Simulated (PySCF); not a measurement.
## Exercise with solution: chemical shift, span and skew from a shielding tensor

1-methyl-3-methylideneazetidine (C₅H₉N), SMILES C=C1CN(C)C1. Atoms are numbered in the order given.

```xyz
15

C      2.4427     0.0850     0.0000
C      1.1150     0.0415     0.0000
C      0.0315    -0.0344    -1.0594
N     -0.9220    -0.4152     0.0000
C     -2.2364     0.1691     0.0000
C      0.0315    -0.0344     1.0594
H      3.0105     0.1033    -0.9347
H      3.0105     0.1033     0.9347
H     -0.1822     0.9585    -1.5140
H      0.1559    -0.7701    -1.8740
H     -2.2247     1.2853     0.0000
H     -2.7979    -0.1618    -0.8887
H     -2.7979    -0.1618     0.8887
H      0.1559    -0.7701     1.8740
H     -0.1822     0.9585     1.5140
```

Geometry: B3LYP-D3(BJ)/def2-SVP.

GIAO shieldings from PBE/pcSseg-1 in PySCF, non-relativistic, no solvent. The symmetric part of the tensor of C3 has the principal values 89.8, 94.9, 149.5 ppm. The same nucleus in TMS has σ = 182.0 ppm at this level (PySCF, at its B3LYP-D3(BJ)/def2-TZVP geometry).

Work out the isotropic shielding, the ¹³C shift against TMS, the span and the skew.


σ(iso) = (σ11 + σ22 + σ33)/3 = 111.4 ppm. δ = σ(ref) − σ(iso) = 182.0 − (111.4) = 70.6 ppm.
Span Ω = σ33 − σ11 = 59.7 ppm. Skew κ = 3(σ(iso) − σ22)/Ω = 0.83. Tumbling in solution averages the tensor to δ; in a static solid the shielding alone would spread this spin-1/2 line over Ω.
